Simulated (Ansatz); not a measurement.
CH5AlBN can be A, `[BH2][Al]1[CH2][NH]1`, or B, `[CH3][Al]1[BH][NH]1`.

Calculated with Ansatz (gas phase, PBE0-D4/def2-TZVP geometries, no zero-point term in ΔE). CBS: MP2 limit from def2 TZ/QZ plus the TZ coupled-cluster correction, frozen cores. Functionals use def2-TZVPP. B3LYP here is the variant with VWN-RPA as its local correlation; programs differ in this.

A:

```xyz
9

B    -1.059   -2.083   -0.549
Al   -0.159   -0.241   -0.073
C     0.189    1.590    0.471
N     1.297    0.682    0.075
H    -1.297   -2.900    0.292
H    -1.400   -2.348   -1.664
H     0.003    2.437   -0.193
H     0.168    1.895    1.520
H     2.259    0.967    0.121
```

B:

```xyz
9

C     1.183    1.067    0.993
Al    0.329   -0.093   -0.317
B    -0.729   -1.267   -1.535
N    -1.365   -0.738   -0.403
H     2.219    1.295    0.736
H     0.637    2.011    1.077
H     1.174    0.594    1.979
H    -1.120   -1.981   -2.407
H    -2.328   -0.888   -0.123
```

Q: Which is lower in electronic energy at CCSD(T)/CBS, and by how much? (An estimate is asked.)

A: Computed: B, by 259.2 kJ/mol.

Q: Give E(B) − E(A) in kJ/mol with PBE-D4, ωB97M-V, MP2/def2-TZVPP, r2SCAN-D4, CCSD(T)/def2-TZVPP, CCSD/def2-TZVPP, B3LYP. (Best estimate.)

A: Ansatz gave: PBE-D4 -256.6, ωB97M-V -263.9, MP2/def2-TZVPP -266.1, r2SCAN-D4 -263.8, CCSD(T)/def2-TZVPP -259.6, CCSD/def2-TZVPP -256.4, B3LYP -256.1. None reverses the order clearly.

Q: Does the order hold for the free energy at 298.15 K (harmonic terms from PBE0-D4)? (Estimate.)

A: Ansatz gave: Yes: G(B) − G(A) = -249.6 kJ/mol. Modes under 60 cm⁻¹, often nearly free rotors, make the harmonic entropy too high.

Largest T1 diagnostic: 0.016.

In def2-TZVPP, CCSD(T) changes the Hartree–Fock value by −13.9 kJ/mol (the triples alone add −3.1 kJ/mol) and MP2 by −20.4 kJ/mol. From BLYP to BHLYP (50 % exact exchange), in def2-TZVPP and without D4, E(B) − E(A) moves by −5.0 kJ/mol.
